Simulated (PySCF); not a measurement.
NMR data simulated for an unnamed compound:

$^{1}$H NMR (600 MHz, computed): δ 7.69 (dd, J = 9.7, 4.8 Hz, 2H), 7.16 (dd, J = 9.7, 8.5 Hz, 2H).

$^{13}$C{$^{1}$H} NMR (computed): δ 168.9 (C, d, J = 326.3 Hz), 138.6 (CH, d, J = 6.6 Hz), 120.8 (C), 118.7 (CH, d, J = 20.1 Hz), 110.6 (C).

Theoretical values (PySCF): structure optimised with PBE0-D3(BJ)/def2-SVP, GIAO B97-2/pcSseg-1 shieldings, B3LYP/pcJ-1 coupling constants (spin–dipole term only in couplings to heteroatoms). Fast rotation and ring inversion assumed for equivalent nuclei, isolated molecule, non-relativistic, one conformer.

Chemical shifts δ = σref − σ; $^{1}$H (31.38 ppm) and $^{13}$C (183.69 ppm) against TMS, all at this level.

**Question.** Which of these does the molecule contain: a benzene ring, a nitrile, a ketone, a vinyl group CH=CH2, an N-methyl group?

**Answer.** 
- A benzene ring: yes.
- A nitrile: yes (δC 120.8).
- A ketone: no.
- A vinyl group CH=CH2: no.
- An N-methyl group: no.

The data belong to para-Fluorobenzonitrile, C₇H₄FN; they needn't prove each group on their own.

Carbon signals by region: 1 in the far downfield region (above 160 ppm), 4 in the sp2 and nitrile region (100–160 ppm). Above 160 ppm: 168.9, aromatic carbon bearing fluorine.

C–F couplings over four or more bonds (about 3 Hz to the para carbon of a fluoroarene) are left out. Common functionals overestimate the size of one-bond C–F couplings by tens of Hz; these are unscaled. Splittings below 1 Hz are ignored in the labels, and close J values are merged. Couplings among chemically equivalent protons are left out too, so labels in AA′BB′ or AA′XX′ sets are apparent multiplicities. Unscaled 3J(H,H) at this level run about 10 % above measured values. Shifts are as computed. Against solution values, carbons near 30 ppm lie about +1 ppm off and those near 130 ppm about +2 ppm. Of 1211 compounds with measured shifts, 218 miss one by over three times the rms of a fit or turn the order of signals round; such compounds aren't used in these exercises.
